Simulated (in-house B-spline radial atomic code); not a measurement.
Configurations of Tc, with energies counted from [Kr] (4d3/2)4 (4d5/2)1 5s2. Method: Dirac-Hartree-Fock, average of each configuration as written, Fermi nucleus of rms radius 4.41117 fm. Calculated with a radial B-spline atomic code at the basis-set limit. Energies include first-order Breit, QED and recoil terms.

Occupations are held fixed; configurations that lie above the ionisation limit could autoionise.

```tsv
configuration	E - E(ref) (eV)	highest orbital	its <r> (bohr)
[Kr] (4d5/2)5 5s2	0.95364	5s1/2	3.528
[Kr] (4d3/2)1 (4d5/2)4 5s1 (5g9/2)1	6.9578	5g9/2	27.5
[Ar] 3d10 4s2 (4p1/2)2 (4p3/2)3 (4d3/2)3 (4d5/2)2 5s2 (7f7/2)1	51.704	7f7/2	67.31
[Ar] 3d10 4s2 (4p1/2)1 (4p3/2)4 (4d3/2)1 (4d5/2)4 5s2 (5g9/2)1	54.258	5g9/2	27.5
```

Order these further configurations by energy, lowest first.
A. [Kr] (4d3/2)3 (4d5/2)1 5s2 (5p1/2)1
B. [Ar] 3d10 4s2 (4p1/2)2 (4p3/2)3 (4d3/2)3 (4d5/2)2 5s2 (5f5/2)1
C. [Ar] 3d10 4s2 (4p1/2)1 (4p3/2)4 (4d3/2)3 (4d5/2)3 5s2
D. [Kr] (4d3/2)4 (4d5/2)1 5s1 (9d3/2)1
E. [Kr] (4d3/2)1 (4d5/2)4 5s2

E (1.1037 eV), A (5.6153 eV), D (6.0966 eV), C (45.801 eV), B (51.437 eV).
